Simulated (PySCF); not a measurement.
Excitations are Tamm–Dancoff values on a coarser integration grid. The basis has no diffuse functions, so Rydberg states are missing or too high.

Cartesian coordinates (Å):
SMILES: c1csc2cc(c(cc21)[SiH3])C#C
```xyz
20

C     -3.1330     2.2147     0.6235
C     -2.0660     1.6385     0.4387
C     -0.8462     0.9269     0.2194
C      0.3802     1.6232     0.2141
C      1.5627     0.9041    -0.0034
S      3.1921     1.5448    -0.0533
C      3.8452    -0.0460    -0.3559
C      2.8841    -1.0252    -0.4189
C      1.5555    -0.5092    -0.2192
C      0.3126    -1.1861    -0.2101
C     -0.8863    -0.4957     0.0044
Si    -2.5351    -1.4212     0.0123
H     -4.0722     2.7241     0.7867
H      0.3916     2.7097     0.3794
H      4.9303    -0.1612    -0.4721
H      3.1077    -2.0850    -0.6016
H      0.2991    -2.2751    -0.3755
H     -3.2350    -1.2873     1.3366
H     -3.4532    -0.9187    -1.0675
H     -2.2343    -2.8753    -0.2376
```
Charge 0, multiplicity 1.

### Question
What brightest of the four lowest singlets (TDA), LUMO, HOMO–LUMO gap, HOMO and dipole moment does PBE-D3(BJ)/def2-TZVP // PBE-D3(BJ)/def2-SVP in PySCF 2.14.0 give?

### Answer

```yaml
brightest of the four lowest singlets (TDA): 4.57 eV
LUMO: -2.35 eV
HOMO–LUMO gap: 3.20 eV
HOMO: -5.55 eV
dipole_moment: 1.56 D
```
